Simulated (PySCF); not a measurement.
A GIAO shielding run with PySCF 2.14.0 with density-fitted response routines (density fitting, non-relativistic, gas phase) on SMILES [SiH3]C[Si@H]([SiH3])O[SiH3], CH$_{12}$OSi$_{4}$:

```
$ OMP_NUM_THREADS=1 python probes_run.py task.json out

{"job": {"kind": "nmr", "xc": "PBE0", "basis": "pcSseg-1"}, "charge": 0, "multiplicity": 1}
Si     2.499472    -0.766039    -0.103975
C      1.316064     0.713543     0.016511
Si    -0.287890     0.597481    -1.007382
Si    -1.732052     2.353548    -0.626320
O     -1.108045    -0.744817    -0.577541
Si    -1.410260    -2.206008     0.040595
H      3.698584    -0.480410     0.695647
H      1.867245    -1.981925     0.411814
H      2.905425    -0.966259    -1.497881
H      1.848899     1.615549    -0.286898
H      1.054706     0.861317     1.066152
H      0.084772     0.343262    -2.410509
H     -1.060737     3.642712    -0.842686
H     -2.906108     2.366383    -1.506550
H     -2.265441     2.412035     0.742129
H     -1.046372    -2.173645     1.457378
H     -2.846801    -2.386163    -0.155479
H     -0.620220    -3.194247    -0.691420
```

Hardware: 1 thread of an Intel Xeon Platinum 8259CL, shared host. The job also computes population analyses, field gradients.

Task: How large is the calculation?

Result: 82 electrons, 190 basis functions and 1084 auxiliary functions.

Task: How long does it take, and how much memory does it need?

Result: 40 s of wall time, with 13 SCF cycles and 4 response iterations; peak memory 0.9 GiB. Times on a shared host scatter by some tens of per cent.
